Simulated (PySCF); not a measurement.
InF₂I, SMILES [In]([F])([I])[F]. Atoms are numbered in the order given.

```xyz
4

In     0.0000     0.0000    -1.0017
F      0.0000     1.6314    -2.0630
F      0.0000    -1.6314    -2.0630
I      0.0000     0.0000     1.6267
```
Charge 0, spin multiplicity 1.

Geometry optimised at r2SCAN-D4/def2-SVP. The def2 effective core potentials stand for the cores of I, In; spin–orbit coupling is left out.

The numbers are results of r2SCAN-D4/def2-SVP in PySCF, not measurements.

Frequencies are harmonic and unscaled.

```json
[
 {"mode": "1", "ν (cm⁻¹)": "82", "IR (km/mol)": "7.5", "Raman (Å⁴/amu)": "1.6", "depolarisation": "0.75", "moving atoms (share of kinetic energy)": "F 67 %, In 23 %, I 10 %"},
 {"mode": "2", "ν (cm⁻¹)": "116", "IR (km/mol)": "25.5", "Raman (Å⁴/amu)": "0.3", "depolarisation": "0.75", "moving atoms (share of kinetic energy)": "F 59 %, In 38 %"},
 {"mode": "3", "ν (cm⁻¹)": "126", "IR (km/mol)": "30.7", "Raman (Å⁴/amu)": "1.8", "depolarisation": "0.66", "moving atoms (share of kinetic energy)": "F 90 %"},
 {"mode": "4", "ν (cm⁻¹)": "213", "IR (km/mol)": "19.8", "Raman (Å⁴/amu)": "8.1", "depolarisation": "0.20", "moving atoms (share of kinetic energy)": "I 48 %, In 46 %"},
 {"mode": "5", "ν (cm⁻¹)": "612", "IR (km/mol)": "59.3", "Raman (Å⁴/amu)": "15.3", "depolarisation": "0.08", "moving atoms (share of kinetic energy)": "F 90 %, In 10 %"},
 {"mode": "6", "ν (cm⁻¹)": "632", "IR (km/mol)": "58.1", "Raman (Å⁴/amu)": "6.3", "depolarisation": "0.75", "moving atoms (share of kinetic energy)": "F 82 %, In 18 %"}
]
```
